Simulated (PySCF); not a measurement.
**Cd(2+): excitation energy**

Cd(2+) [Kr] 4d10 (1S) → Cd(2+) [Kr] 4d9 5s1 (3D), as a difference of total energies. All numbers are calculated (PySCF 2.14, scalar relativity through the core potential, in aug-cc-pwCVDZ-PP with ECP28MDF). Correlated levels: valence: 4s2 4p6 frozen; valence and next inner shell: nothing frozen outside the core potential. The calculations carry no spin-orbit coupling.

```tsv
method	excitation energy (eV)
UHF	9.820
LDA	9.595
PBE	9.577
PBE0	9.848
r2SCAN	9.736
BHandHLYP	9.848
B2PLYP	9.975
wB97X	10.308
MP2 (valence)	10.628
SCS-MP2 (valence)	10.639
SCS-MP2 (valence and next inner shell)	10.216
```

Estimate what MP2 (valence and next inner shell) gives.

10.200 eV, closest to SCS-MP2 (valence and next inner shell) among the rows shown.

Estimate what TPSSh gives.

9.737 eV, closest to r2SCAN among the rows shown.
